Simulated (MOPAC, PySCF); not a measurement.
C10H9B, SMILES `c1c2cccc-2cc(B)cc1`, neutral singlet in the gas phase. 

Cartesian coordinates (Å):
SMILES: Bc1cccc2cccc-2c1
```xyz
20

B     -2.9194    -1.5549    -0.3265
C     -1.7146    -0.6136    -0.1656
C     -1.9800     0.7741    -0.0604
C     -1.1343     1.8676     0.0908
C      0.2624     1.8882     0.1834
C      1.1509     0.8230     0.1472
C      2.5511     0.9124     0.2462
C      3.0871    -0.3815     0.1670
C      2.0491    -1.3118     0.0173
C      0.8229    -0.6191    -0.0013
C     -0.4288    -1.2013    -0.1340
H     -4.0440    -1.1084    -0.3600
H     -2.7526    -2.7500    -0.4209
H     -3.0444     1.0277    -0.1071
H     -1.6258     2.8432     0.1449
H      0.7200     2.8771     0.3004
H      3.1126     1.8391     0.3645
H      4.1492    -0.6261     0.2146
H      2.1567    -2.3929    -0.0710
H     -0.4181    -2.2930    -0.2296
```
Charge 0, spin multiplicity 1.

All levels are single points at this geometry (PBE0-D3(BJ)/def2-SVP); Pople sets use spherical d functions. Orbital energies aren't observables, and empty levels follow the basis.

| level | HOMO (eV) | LUMO (eV) | gap (eV) | dipole (D) | vertical IE, Delta-SCF (eV) |
|---|---|---|---|---|---|
| PBE0-D3(BJ)/def2-TZVP in PySCF | -6.09 | -2.50 | 3.58 | 1.86 | 7.59 |
| B3LYP/3-21G in PySCF | -5.70 | -2.35 | 3.35 | 1.99 | – |
| PBE/6-31G* in PySCF | -5.07 | -2.92 | 2.15 | 2.23 | 7.45 |
| SVWN5/6-31G* in PySCF | -5.26 | -3.13 | 2.13 | 2.30 | 7.70 |
| PM3 in MOPAC | -8.33 | -1.56 | 6.76 | 1.57 | – |
| PM7 in MOPAC | -8.26 | -1.56 | 6.71 | 1.33 | – |
